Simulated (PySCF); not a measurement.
Static response to an electric field

Compound: C₂BrFO.
SMILES with atom numbers: `[O:1]=[C:2]=[C:3]([F:4])[Br:5]`

Structure used (PBE0-D3(BJ)/def2-SVP), in Å, numbered top down from 1:
```
atom  x, y, z in Å
O1     1.8635   -0.8166   -0.2740
C2     0.8413   -0.2827   -0.1195
C3    -0.3413    0.2850    0.0512
F4    -0.4929    1.6025    0.1535
Br5   -1.8624   -0.7849    0.1717
```

Level: PBE0/def2-SVPD (PySCF), static field, nuclei fixed, core orbitals frozen in the response. The polarisability tensor in these axes (au):

```
x   68.82 -1.13 -4.11
y   -1.13 43.63  0.66
z   -4.11  0.66 35.16
```

Give the principal values, the mean and the anisotropy Δα = √{½[(α1 − α2)² + (α2 − α3)² + (α1 − α3)²]}.

Principal values 34.64, 43.60 and 69.37 au; mean 49.20 au = 7.29 Å³ = 8.11 × 10⁻⁴⁰ C²·m²/J; Δα = 31.23 au (63 % of the mean).

What is the dipole moment, and where does it point?

(-0.48, -0.32, 0.04) D, 0.58 D in size, pointing from the negative to the positive side. Measured along this direction, the outermost atoms are O1 at the negative end and Br5 at the positive end.

Orientational against electronic polarisability at 250 K (dilute gas, rigid molecules)?

In Gaussian units μ²/3kT = 3.21 Å³ against 7.29 Å³, a ratio of 0.44; the Debye molar polarisation (4π/3)N_A(α + μ²/3kT) is 26.5 cm³/mol, leaving out the vibrational part.

Molar refractivity from α?

Lorentz–Lorenz: R = (4π/3)N_A α = 2.5225 cm³/(mol·Å³) × 7.29 Å³ = 18.4 cm³/mol, in the limit of long wavelengths.

Directions of the eigenvectors, and the extent of the frame along each?

Largest value along (0.99, -0.05, -0.12), where the nuclei span 3.75 Å; middle along (0.05, 1.00, 0.05), 2.45 Å; least along (0.12, -0.06, 0.99), 0.01 Å. The response follows the extents in order.

What are the principal values of the traceless quadrupole moment, Θ = ½Σq(3rr − r²1), about the centre of nuclear charge?

-4.02, 0.49, 3.54 D·Å. The values depend on the origin, since the dipole doesn't vanish. The electronic extent ⟨r²⟩ about the same centre is 665 bohr², a root-mean-square distance of 1.71 Å for the 64 electrons.

What would n − 1 = 2πNα be for an ideal gas of these molecules at 350 K and 1 atm, electronic part alone?

N = p/kT = 2.0968 × 10¹⁹ cm⁻³, so n − 1 = 2π × N × 7.29 × 10⁻²⁴ cm³ = 961 × 10⁻⁶ at long wavelengths.

Geometry: PBE0-D3(BJ)/def2-SVP; no solvent, vibrations or thermal averaging. The calculation is non-relativistic, for bromine too.

These values come from a run that also computed excited states and ΔSCF ions. Time: 20 s. Hardware: an Arm Neoverse V2 with one thread, no GPU (shared host).
